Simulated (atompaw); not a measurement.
## Cutoff test, copper (Cu), PAW (atompaw)

Cu, PAW, made with atompaw 4.2.0.5 (PBEsol, scalar-relativistic). Core [Ne], reference 3s2 3p6 3d10 4s1 4p0. Waves: 3s (bound): rc 1.30 bohr; 4s (bound): rc 1.45 bohr; 3p (bound): rc 1.25 bohr; 4p (bound, empty): rc 1.45 bohr; 3d (bound): rc 1.45 bohr; 3d channel at 3.55 Ry: rc 1.45 bohr. Local part: bessel scheme, radius 1.15 bohr. Core correction: smooth core density matched at 1.20 bohr. Augmentation charge: sinc compensation charge, radius 1.40 bohr; PAW radius 1.45 bohr; waves and projectors: custom rrkj vanderbiltortho.

The pseudo-atom Hamiltonian at the reference potential is diagonalised in spherical Bessel functions j_l(qr) that vanish at 20 bohr, with q² up to the cutoff. All-electron valence levels (Ry): 3s -8.4086, 4s -0.3387, 3p -5.2919, 4p -0.0468, 3d -0.3719.

Q: How do the lowest levels (Ry) of each channel move with the cutoff, and are there ghosts?

A:

```csv
cutoff (Ry),s #1,s #2,s #3,p #1,p #2,d #1,d #2,f #1,Σ f·Δε (mRy)
8,-7.7412,-0.1926,0.0246,-3.6761,-0.0068,0.0645,0.1562,0.1124,15539.9
18,-8.3334,-0.2483,0.0183,-5.0412,-0.0209,0.0642,0.1546,0.1124,6106.7
35,-8.4072,-0.3172,0.0119,-5.2679,-0.0290,-0.3258,0.0654,0.1124,629.3
60,-8.4084,-0.3382,0.0101,-5.2906,-0.0454,-0.3712,0.0653,0.1124,15.9
100,-8.4086,-0.3387,0.0101,-5.2918,-0.0466,-0.3719,0.0653,0.1124,1.6
160,-8.4086,-0.3387,0.0101,-5.2919,-0.0466,-0.3719,0.0653,0.1124,0.3
400,-8.4086,-0.3387,0.0101,-5.2919,-0.0466,-0.3719,0.0653,0.1124,0.0
```

Result: no extra level below or beside the all-electron valence levels (s, p, d, f tested); 10 mRy is reached at 80 Ry and 1 mRy at 120 Ry.
